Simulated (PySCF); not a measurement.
# Hartree-Fock beside MP2: BClFH2Si anion

All numbers below are calculated, not measured. They come from PySCF 2.14.0, an open-source quantum chemistry program, on an isolated molecule that a program drew, which may never have been made. The molecule is BClFH2Si anion (charge -1, singlet), drawn as the SMILES string `B[Si-](F)Cl`.

The geometry was optimised and harmonic frequencies were computed with HF and MP2, all in the aug-cc-pV(D+d)Z basis, for the commonest isotopes, with a restricted reference for singlets and an unrestricted one otherwise, and a frozen core in MP2. Each result is a local minimum of its method.

Geometry at the HF minimum:
```xyz
6
BClFH2Si anion, angstrom
B    -0.6066   -2.0919    0.8427
Si    0.5175   -0.8808   -0.3394
F    -0.5833    0.2024   -0.9847
Cl    0.7350   -2.1887   -2.1691
H    -1.4986   -1.6634    1.5473
H    -0.2528   -3.2227    1.0956
```

Lengths of the bonds as drawn, in Å (atoms numbered as above):
```
bond,HF,MP2
B1-Si2,2.032,1.880
Si2-F3,1.674,1.677
Si2-Cl4,2.260,2.152
B1-H5,1.215,1.215
B1-H6,1.212,1.215
```

Rotational constants, in GHz:
```
constant,HF,MP2
A,5.87,6.228
B,3.201,3.278
C,2.358,2.184
```

Harmonic frequencies in cm^-1, each column in rising order, so a row needn't be the same motion in every method:
```
rank,HF,MP2
1,112,137
2,199,165
3,230,238
4,284,423
5,358,451
6,580,582
7,631,654
8,738,677
9,936,823
10,1242,?
11,2550,2517
12,2604,2602
```

**Estimate the missing MP2 frequency from the HF column.**

A single factor s that minimises the squared misfit of MP2 against s times HF over the other rows is sum(HF x MP2) / sum(HF^2) = 0.9902, with an rms misfit of 65 cm^-1. For rank 10 it gives 0.9902 x 1242 = 1230 cm^-1. The calculation gives 1109 cm^-1, 121 cm^-1 below the estimate. The drawn bonds are on average 2.4 % shorter in MP2 than in HF.
